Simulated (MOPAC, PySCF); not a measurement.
[Zr(F)4], neutral singlet in the gas phase. 

Z-matrix (Å, degrees):
```
Zr
F 1 1.9085
F 1 1.9085 2 109.47
F 1 1.9085 2 109.47 3 120.00
F 1 1.9085 2 109.47 4 120.00
```
Charge 0, spin multiplicity 1.

All levels are single points at this geometry (PBE-D3(BJ)/def2-SVP); Pople sets use spherical d functions. Orbital energies aren't observables, and empty levels follow the basis.

B3LYP/6-31G* (LANL2DZ on Zr) in PySCF gives gap (eV) = 9.57.

Task: Estimate the gap (eV) from each of these levels: B3LYP-D3(BJ)/def2-TZVP in PySCF; PBE-D3(BJ)/def2-TZVP in PySCF; TPSSh-D3(BJ)/def2-TZVP in PySCF; B3LYP/6-311+G** (LANL2DZ on Zr) in PySCF; B3LYP/LANL2DZ in PySCF; BP86/6-31G* (LANL2DZ on Zr) in PySCF; M06-2X/6-31G* (LANL2DZ on Zr) in PySCF; PBE/6-31G* (LANL2DZ on Zr) in PySCF; SVWN5/6-31G* (LANL2DZ on Zr) in PySCF; HF/6-31G* (LANL2DZ on Zr) in PySCF; PM6 in MOPAC; PM7 in MOPAC.

Result: 
| level | gap (eV) |
|---|---|
| B3LYP-D3(BJ)/def2-TZVP in PySCF | 10.12 |
| PBE-D3(BJ)/def2-TZVP in PySCF | 7.78 |
| TPSSh-D3(BJ)/def2-TZVP in PySCF | 9.17 |
| B3LYP/6-311+G** (LANL2DZ on Zr) in PySCF | 9.54 |
| B3LYP/LANL2DZ in PySCF | 9.34 |
| BP86/6-31G* (LANL2DZ on Zr) in PySCF | 7.31 |
| M06-2X/6-31G* (LANL2DZ on Zr) in PySCF | 12.99 |
| PBE/6-31G* (LANL2DZ on Zr) in PySCF | 7.31 |
| SVWN5/6-31G* (LANL2DZ on Zr) in PySCF | 7.33 |
| HF/6-31G* (LANL2DZ on Zr) in PySCF | 19.07 |
| PM6 in MOPAC | 14.12 |
| PM7 in MOPAC | 14.85 |
